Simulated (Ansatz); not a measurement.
Species: WO$_{2}$, net charge 0, singlet state. 
Structure (B3LYP-D3(BJ)/def2-TZVP (Ansatz, a program for electronic structure) minimum search):
```xyz
3

W      0.0048     0.0008    -0.1837
O      1.3129     0.0181     0.8844
O     -1.3573    -0.0253     0.8144
```
Charge 0, spin multiplicity 1.

Wanted: vertical electron affinity (to the doublet state of charge -1; a negative value means that the extra electron is unbound and the number depends on the basis; each state is the SCF solution reached for its spin; the UHF <S^2> is 1.44 for the doublet (pure: 0.75); for the doublet T1 is 0.059; for the singlet the Hartree-Fock reference is unstable and T1 is 0.035), in eV. Correlated levels leave the core frozen unless marked. Open shells are spin-unrestricted. No spin-orbit coupling. Frozen are the shells of the preceding noble gas and the d and f shells that filled before the atom's block. In def2 rows, elements after Kr have scalar-relativistic effective core potentials. Anions need diffuse functions: def2-D sets add few. Basis-set limits of correlation are two-point, X^-3; Hartree-Fock from the larger set. [CCSD(T)-MP2]/basis is that difference in the basis named.

| level | program | vertical electron affinity (eV) |
|---|---|---|
| HF/def2-SVPD | Ansatz | 1.99 |
| HF/def2-TZVPPD | Ansatz | 2.06 |
| HF/def2-QZVPPD | Ansatz | 2.07 |
| SVWN5/def2-TZVPD | Ansatz | 1.66 |
| PBE/def2-TZVPD | Ansatz | 1.55 |
| B3LYP/def2-TZVPD | Ansatz | 1.76 |
| PBE0/def2-TZVPD | Ansatz | 1.76 |
| BHLYP/def2-TZVPD | Ansatz | 1.89 |
| CAM-B3LYP/def2-TZVPD | Ansatz | 1.87 |
| wB97M-V/def2-TZVPD | Ansatz | 1.77 |
| wB97X-V/def2-TZVPD | Ansatz | 1.78 |
| wB97X/def2-TZVPD | Ansatz | 1.84 |
| B2PLYP/def2-TZVPD | Ansatz | 1.41 |
| MP2/def2-SVPD | Ansatz | 0.84 |
| MP2/def2-TZVPPD | Ansatz | 0.97 |
| CCSD/def2-SVPD | Ansatz | 1.48 |
| CCSD/def2-TZVPPD | Ansatz | 1.60 |
| CCSD(T)/def2-SVPD | Ansatz | 1.32 |
| RI-MP2/CBS(def2-TZVPPD,def2-QZVPPD)+[CCSD(T)-MP2]/def2-SVPD | Ansatz | 1.51 |
| RI-MP2/CBS(def2-TZVPPD,def2-QZVPPD)+[CCSD(T)-MP2]/def2-TZVPPD | Ansatz | 1.49 |
